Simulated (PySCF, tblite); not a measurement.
Isomers of C4H10N2OSi, one GFN2-xTB conformer each. Single-point energies are computed at PBE0/pcSseg-1 (PySCF, gas phase, no added dispersion term), electronic only.

| SMILES | GFN2-xTB relative energy (kJ/mol) |
| --- | --- |
| C=NC(=C)O[SiH2]NC | 0.0 |
| N[Si]1(N)CC[C@@H]1C=O | 87.0 |
| CO[C@@H]1C=NN([SiH3])C1 | 61.4 |

Conformers: `[CH2:1]=[N:2][C:3](=[CH2:4])[O:5][SiH2:6][NH:7][CH3:8]` with C1–N2–C3–C4 -45°, N2–C3–O5–Si6 -22°, C3–O5–Si6–N7 44°, O5–Si6–N7–C8 173°; `[NH2:1][Si:2]1([NH2:3])[CH2:4][CH2:5][C@@H:6]1[CH:7]=[O:8]` with H–N1–Si2–N3 -174° and -38°, N1–Si2–N3–H -42° and 178°, C5–C6–C7–O8 165°; `[CH3:1][O:2][C@@H:3]1[CH:4]=[N:5][N:6]([SiH3:7])[CH2:8]1` with C1–O2–C3–C4 -169°.

Question: What does PBE0/pcSseg-1 give for the same structures?

Answer: 
```
                 SMILES  PBE0/pcSseg-1 E (Eh)  PBE0/pcSseg-1 (kJ/mol)  GFN2-xTB (kJ/mol)  point group
  N[Si]1(N)CC[C@@H]1C=O            -632.14451                     0.0               87.0           C1
      C=NC(=C)O[SiH2]NC            -632.08731                   150.2                0.0           C1
CO[C@@H]1C=NN([SiH3])C1            -632.04215                   268.7               61.4           C1
```

GFN2-xTB puts C=NC(=C)O[SiH2]NC lowest instead; measured from each level's own lowest isomer, the values differ by up to 207.3 kJ/mol (CO[C@@H]1C=NN([SiH3])C1: 61.4 against 268.7). As drawn, the lowest has a four-membered ring, a C=O bond and an N–H bond, which the highest lacks; the highest has a C=N bond and an N–N linkage, which the lowest lacks.

Question: Which frontier levels, dipoles and rotational constants go with these structures?

Answer: 
```csv
SMILES,"HOMO (eV, PBE0/pcSseg-1)",LUMO (eV),dipole (D),"A, B, C (MHz)"
N[Si]1(N)CC[C@@H]1C=O,-6.73,-0.28,3.63,"2108, 1447, 1156"
C=NC(=C)O[SiH2]NC,-6.46,-1.21,2.24,"2974, 1088, 838.9"
CO[C@@H]1C=NN([SiH3])C1,-6.18,0.16,2.87,"4167, 946.8, 822.8"
```

Question: What happens when harmonic zero-point energies from GFN2-xTB frequencies are added?

Answer: 
```tsv
SMILES	ZPE (kJ/mol)	electronic (kJ/mol)	with ZPE (kJ/mol)
N[Si]1(N)CC[C@@H]1C=O	372.1	0.0	0.0
C=NC(=C)O[SiH2]NC	355.0	150.2	133.2
CO[C@@H]1C=NN([SiH3])C1	356.5	268.7	253.2
```

The zero-point energies span 17.1 kJ/mol. The order is unchanged.
